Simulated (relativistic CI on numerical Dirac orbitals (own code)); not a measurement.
# Slater and spin-orbit integrals, In³⁷⁺

Calculated at this level of theory: Dirac-Coulomb-Breit CI, separate exchange-only KLI orbitals for each configuration, QED by a radiative potential, unscaled Slater integrals (own radial code, finite nucleus).

Slater integrals F^k, G^k are unscaled and averaged over j, outside the closed core [Ne]; ζ comes from projecting the Hamiltonian with its Breit term on Σ l·s of the shell.

- 3s 3p: G^1(3s,3p) = 420650, ζ(3p) = 289330 cm⁻¹; <r>(3s) = 0.305, <r^2>(3s) = 0.1059, <r>(3p) = 0.2948, <r^2>(3p) = 0.1003 (bohr units).
- 3p2: F^2(3p,3p) = 334700, ζ(3p) = 289200 cm⁻¹; <r>(3p) = 0.2951, <r^2>(3p) = 0.1005 (bohr units).
- 3s 3d: G^2(3s,3d) = 259520, ζ(3d) = 37558 cm⁻¹; <r>(3s) = 0.3052, <r^2>(3s) = 0.106, <r>(3d) = 0.2596, <r^2>(3d) = 0.07762 (bohr units).

Averages of the first 10 configurations, taken without configuration mixing, which lowers the lowest level and can move excited configurations by several eV; other configurations of the list can lie among them:

```tsv
Configuration	Parity	States	Average energy above the lowest level (eV)
3s2	even	1	3.7
3s 3p	odd	12	120.2
3p2	even	15	251.1
3s 3d	even	20	267.5
3d2	even	45	539.0
3p 3d	odd	60	392.2
3p 4s	odd	12	1300.3
3d 4s	even	20	1439.7
3s 4s	even	4	1174.7
3s 4p	odd	12	1227.4
```
